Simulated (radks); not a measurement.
Task: Valence configurations of I+ (all share [Kr]). All-electron calculation, scalar-relativistic Kohn-Sham, PBEsol, spin-polarised, spherical densities, point nucleus; open shells are filled with parallel spins first (spin-orbit coupling, left out, can overturn this in heavy ions). Program: a radial shooting solver on a logarithmic mesh with Libxc functionals. Order these by energy: 4d8.5 5s2 5p5.5; 4d10 5s2 5p4; 4d10 5s1 5p5; 4d9 5s2 5p5; 4d9.5 5s1 5p5.5; 4d9.5 5s2 5p4.5; 4d10 5s1.5 5p4.5; 4d10 5p6; 4d8 5s2 5p6; 4d10 5s0.5 5p5.5.

Result: From the lowest, in eV above it: 4d10 5s2 5p4 0.000; 4d10 5s1.5 5p4.5 5.489; 4d10 5s1 5p5 10.991; 4d10 5s0.5 5p5.5 17.109; 4d10 5p6 22.897; 4d9.5 5s2 5p4.5 23.068; 4d9.5 5s1 5p5.5 34.383; 4d9 5s2 5p5 47.271; 4d8.5 5s2 5p5.5 72.616; 4d8 5s2 5p6 99.106. NIST lists [Kr] 4d10 5s2 5p4 as the ground configuration; this level of theory agrees among the configurations tried. The energies are those of spherical high-spin densities, not of single terms.
